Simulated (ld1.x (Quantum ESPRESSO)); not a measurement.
## An all-electron radial function and its pseudo partner (Ta)

Columns: radius, all-electron u(r) and pseudo u(r) of the 5p shell (level -46.62 eV) of tantalum in the configuration [Kr] 4d10 4f14 5s2 5p6 5d3 6s1 6p0; PBE, scalar-relativistic, ultrasoft scheme, ld1.x (Quantum ESPRESSO) 7.5.

```
r (bohr)  all-electron   pseudo
   0.138       -0.3428  -0.0118
   0.275        0.2367  -0.0458
   0.413        0.5076  -0.0993
   0.550        0.1268  -0.1666
   0.688       -0.3764  -0.2427
   0.825       -0.7471  -0.3198
   0.963       -0.9514  -0.3922
   1.100       -1.0190  -0.4530
   1.238       -0.9961  -0.4983
   1.375       -0.9212  -0.5245
   1.513       -0.8205  -0.5308
   1.650       -0.7130  -0.5178
   1.788       -0.6076  -0.4879
   1.925       -0.5113  -0.4453
   2.062       -0.4259  -0.3942
   2.200       -0.3514  -0.3390
   2.338       -0.2881  -0.2846
   2.475       -0.2353  -0.2348
   2.613       -0.1911  -0.1911
   2.750       -0.1549  -0.1549
   2.888       -0.1249  -0.1249
   3.025       -0.1007  -0.1007
   3.162       -0.0809  -0.0809
   3.300       -0.0648  -0.0648
   3.438       -0.0517  -0.0517
   3.575       -0.0413  -0.0413
```

How many radial nodes do the two functions have?

The all-electron 5p function has n − l − 1 = 3 (the table is too coarse to show those close to the nucleus); the pseudo-wave has 0, since the states of the same l below it are removed with the core.

At about which radius was the pseudo-wave matched?

2.75 bohr, where the columns begin to agree (steps of 0.14 bohr).

Is the pseudo-wave norm-conserving?

No, it belongs to an ultrasoft set: the norm inside the radius is not constrained, and the difference is carried by the augmentation charge.
